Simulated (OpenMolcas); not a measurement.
Cu³⁺.

```yaml
Program: OpenMolcas 26.06
Method: CASSCF
Basis: ANO-RCC-VTZP [6s5p3d2f1g]
Scalar_Hamiltonian: DKH2, point nucleus
Active_space: 8 electrons in 5 orbitals (3d)
State_averaging: 2S+1 = 3 even, 10 roots; 2S+1 = 1 even, 15 roots kept (CI in the orbitals of an earlier block)
Spin-orbit_coupling: RASSI with atomic mean-field integrals over the reference wave functions, term energies averaged over their components
```

Levels without dynamic correlation, in cm-1 above 3d8 3F4:

```
  Level      E
3d8 1G4  30499
3d8 1D2  19659
3d8 3P2  23823
3d8 1S0  73395
```

On this reference, SS-CASPT2, IPEA 0.25 Eh, imaginary shift 0.1 Eh (closed shells correlated: 3s 3p) puts 3d8 1G4 at 27510 cm-1.

Estimate the other levels at that method by one scale factor, and say how well it serves.

The factor is 27510 / 30499 = 0.902. Scaled values beside those that SS-CASPT2 gives and measured ones (Sugar and Musgrove, J. Phys. Chem. Ref. Data 19, 527 (1990)):
```csv
Level,Scaled,SS-CASPT2,Miss (%),Measured
3d8 1D2,17732,16050,+10.5,16248
3d8 3P2,21488,20090,+7.0,19697
3d8 1S0,66202,62350,+6.2,61456
```
For these levels the scaled values miss SS-CASPT2 by up to 10.5 %, as correlation changes each term by its own factor, spin-orbit parts do not scale and CASPT2 has its own spread within terms. This holds within one configuration; levels of others move differently, and the target method has errors of its own against measurement.

Term energies are means over components that CASPT2 splits; among the terms shown or strongly mixed into the levels shown the widest spread is 930 cm-1 (3d8 1G, SS-CASPT2). Terms from blocks run as CI alone lack orbitals of their own. Without dynamic correlation excited terms often stand tens of per cent too high (terms of higher spin than the ground term too low), and those without a measured partner can miss by more than the paired ones (holds for CASSCF). Measured partners are found by configuration, term and J. A level has none where our copy of the source lacks it or the pairing is in doubt (some pairs that miss far off the trend of their configuration count as doubtful), and it then counts in no deviation. Only configurations of the active space appear.
